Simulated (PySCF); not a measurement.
**Computed data sheet: `[CH3][Al-]([CH3])([CH3])[CH3]`**

Compound: C₄H₁₂Al (charge -1).
Z-matrix (Å and degrees, PBE0-D3(BJ)/def2-SVP geometry), rows numbered from 1:
```
C 
Al  1  2.0340
C   2  2.0336  1  109.40
C   2  2.0341  1  109.64  3   119.98
C   2  2.0339  1  109.55  3  -119.85
H   1  1.1075  2  112.22  3   -59.81
H   1  1.1074  2  112.48  3  -179.86
H   1  1.1074  2  112.24  3    60.05
H   3  1.1075  2  112.21  1   179.69
H   3  1.1075  2  112.36  1    59.76
H   3  1.1074  2  112.41  1   -60.34
H   4  1.1074  2  112.43  1   -59.68
H   4  1.1074  2  112.33  1    60.43
H   4  1.1075  2  112.17  1  -179.67
H   5  1.1074  2  112.46  1   -60.29
H   5  1.1075  2  112.15  1    59.69
H   5  1.1074  2  112.33  1   179.55
```

PBE0-D3(BJ)/def2-SVP geometry optimisation, gas phase (PySCF):

| Item | Value |
| --- | --- |
| Point group | Td |
| Rotational constants A, B, C | 2.671, 2.668, 2.665 GHz |

From PBE0/pcSseg-1 ground state and GIAO shieldings, non-relativistic (PySCF):

| Property | Result |
| --- | --- |
| HOMO energy | -2.12 eV |
| LUMO energy | 5.33 eV |
| HOMO–LUMO gap | 7.45 eV |
| Lowest Hirshfeld atomic charge | -0.31 e on C1/C3/C4/C5 |
| Highest Hirshfeld atomic charge | +0.35 e on Al2 |
| 13C chemical shifts (computed TMS as zero) by class | -9.3 (C1/C3/C4/C5) ppm |
| 1H chemical shifts (computed TMS as zero) by class | -1.42 (H6/H7/H8/H9/H10/H11/H12/H13/H14/H15/H16/H17) ppm |
| Isotropic shieldings of nuclei other than C and H, by class | 416 (Al2) ppm |
| Mayer bond orders between heavy atoms | C1–Al2 0.73, Al2–C3 0.73, Al2–C4 0.73, Al2–C5 0.73 |

delta-SCF UKS SCAN, pcX-2 on the ionised atom, pcseg-1 elsewhere, spin-free X2C (PySCF):

| Item | Value |
| --- | --- |
| Core binding energies | C1s 284.5 (C1/C3/C4/C5), Al1s 1559.3 (Al2) eV |

Monoisotopic mass of the ion (most abundant isotopes, electron mass counted): 87.0760 u.

The rotational constants are those of a spherical top; the small spread among constants that symmetry makes equal is optimisation noise. With B = h/(8π²I), that is 505.379 GHz u Å² over I, the principal moments of inertia are 189.2, 189.4 and 189.6 u Å² (most abundant isotopes).

 The geometry's basis has no diffuse functions, a weakness for an anion. No diffuse functions stand in pcSseg-1, which bears on an anion's orbital energies.

For the NMR shielding job (PBE0/pcSseg-1), on an x86-64 server with one thread, on a shared host, this took 31 s wall (grids of density and orbitals included).
